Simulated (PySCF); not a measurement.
Isomers of C4H8OSi2. The calculation used PySCF 2.14.0, density-fitted response routines, TDDFT wB97X-D/def2-SVPD, vertical, gas phase, core orbitals frozen in the response. Geometries: GFN2-xTB; one conformer of each isolated species. Triplets are in the Tamm–Dancoff approximation. 'Strongest' means the level of largest summed f among the lowest 8 singlets; it needn't be the same kind of state in each.

Task: Rank by computed lowest singlet excitation energy, highest first.
A. `C#C[C@@H]1C[SiH2]O[SiH2]1`
B. `[SiH3][SiH2]C1=CC=CO1`
C. `O[SiH]1C=C[SiH2]C=C1`
D. `[SiH3]O[SiH]1C=CC=C1`
E. `C=C1C=CO[SiH2][SiH2]1`

Result: A (6.38 eV), B (5.80 eV), C (5.32 eV), E (4.84 eV), D (4.14 eV).

```json
{"SMILES": "C#C[C@@H]1C[SiH2]O[SiH2]1", "S1 (eV)": "6.38", "LUMO (eV)": "1.74", "f (S1)": "0.002", "HOMO (eV)": "-9.21", "f (strongest)": "0.04", "S1 mainly": "H→L+2 (22%)"}
{"SMILES": "[SiH3][SiH2]c1ccco1", "S1 (eV)": "5.80", "LUMO (eV)": "1.34", "f (S1)": "0.382", "HOMO (eV)": "-8.46", "f (strongest)": "0.38", "S1 mainly": "H→L (95%)"}
{"SMILES": "O[SiH]1C=C[SiH2]C=C1", "S1 (eV)": "5.32", "LUMO (eV)": "0.57", "f (S1)": "0.005", "HOMO (eV)": "-9.55", "f (strongest)": "0.45", "S1 mainly": "H→L (88%)"}
{"SMILES": "C=C1C=CO[SiH2][SiH2]1", "S1 (eV)": "4.84", "LUMO (eV)": "0.60", "f (S1)": "0.252", "HOMO (eV)": "-8.05", "f (strongest)": "0.25", "S1 mainly": "H→L (95%)"}
{"SMILES": "[SiH3]O[SiH]1C=CC=C1", "S1 (eV)": "4.14", "LUMO (eV)": "0.03", "f (S1)": "0.042", "HOMO (eV)": "-8.53", "f (strongest)": "0.08", "S1 mainly": "H→L (98%)"}
```

H and L stand for HOMO and LUMO.
